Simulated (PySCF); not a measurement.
C₃H₄BrNO.
SMILES with atom numbers: `[NH2:1]/[CH:2]=[CH:3]\[C:4](=[O:5])[Br:6]` (hydrogens: H7, H8 on N1; H9 on C2; H10 on C3)

Method used: CAM-B3LYP/6-31G* geometry optimisation, gas phase (PySCF).

(1) List the bond lengths, angles and torsions at this level.

Results:

(1) 
```
        bond  length (Å)
       N1–C2       1.338
       C2=C3       1.368
       C3–C4       1.428
       C4=O5       1.204
      C4–Br6       1.991
N1–H7, N1–H8       1.010
       C2–H9       1.087
      C3–H10       1.079
```

Bonds in one row agree within 0.01 Å and their mean is given. A selection of angles:
```
    angle  degrees
 C2–N1–H7    118.4
 C2–N1–H8    121.4
 H7–N1–H8    120.3
 N1–C2–C3    126.0
 N1–C2–H9    115.2
 C3–C2–H9    118.9
 C2–C3–C4    119.5
C2–C3–H10    120.4
C4–C3–H10    120.2
 C3–C4–O5    128.4
C3–C4–Br6    113.2
O5–C4–Br6    118.5
```

Dihedral angles: N1–C2–C3–C4 0° (synperiplanar); C2–C3–C4–O5 0° (synperiplanar).

H7 on N1 lies 2.00 Å from O5, 5 bonds away (angle at H 126°; Bondi radii sum to 2.72 Å). Of the pairs four or more bonds apart, those above aside, C4···H7 is among the closest relative to their van der Waals radii: 2.53 Å, 87 % of the sum of Bondi's values. The C–C distances run from 1.368 Å (C2=C3, drawn double) to 1.428 Å (C3–C4, drawn single), a spread of 0.060 Å. N1 (enamine nitrogen) is planar (angles 121.4°, 120.3° and 118.4°, sum 360.0°, 0.00 Å off the plane of its three neighbours). The 6 heavy atoms lie in one plane (0.002 Å rms).

Point group: Cs (tolerance 0.08 Å). CAM-B3LYP/6-31G* frequencies: not computed here. One conformer, not necessarily the lowest.
